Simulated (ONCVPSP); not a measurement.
## Be: excitation energies, all-electron against ONCV

- Element: beryllium (Be)
- Generator: ONCVPSP 4.0.1
- Type: optimised norm-conserving Vanderbilt (ONCV)
- Functional: PBEsol
- Relativity: scalar-relativistic
- Frozen core: none
- Valence charge: 4
- Reference configuration: 1s2 2s2
- Partial waves: 1s+2s: rc 0.70 bohr, ncon 3, nbas 7, qcut 14.7 1/bohr, 3 projectors, debl 2.5 Ha; p scattering state at 0.18 Ha: rc 0.60 bohr, ncon 3, nbas 7, qcut 14.9 1/bohr, 2 projectors, debl 3.1 Ha; d scattering state at 0.16 Ha: rc 0.60 bohr, ncon 4, nbas 7, qcut 17.6 1/bohr, local
- Local potential: the d channel
- Core correction: none

Energies are relative to the spin-unpolarised reference configuration 1s2 2s2; without spin polarisation the order of configurations can differ from experiment.

| valence configuration | charge | ΔE all-electron (eV) | error AE − PS (meV) |
| --- | --- | --- | --- |
| 1s2 2s1 | +1 | 9.458 | +0.4 |
| 1s2 2s0 | +2 | 27.183 | +3.3 |
| 1s2 2s1.5 | +0.5 | 3.721 | +0.1 |

Question: What are ΔE and the potential's error for 1s2 2s0 2p2?

Answer: ΔE = 7.212 eV all-electron; the error (AE − PS) is +3.6 meV.
